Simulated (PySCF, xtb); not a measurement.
In(H)2(OH) (H3InO), SMILES [OH][InH2].

GFN2-xTB in xtb at its own geometry gives an orbital gap of 4.56 eV and a dipole moment of 1.61 D.

Geometry: PBE-D3(BJ)/def2-TZVP. The def2 effective core potentials stand for the cores of In; spin–orbit coupling is left out.

What does PBE0/def2-TZVPD run with PySCF give? (Estimate from the structure and the level; the computed values follow.)

gap 6.67 eV (levels -8.25 and -1.57 eV), dipole 2.08 D.
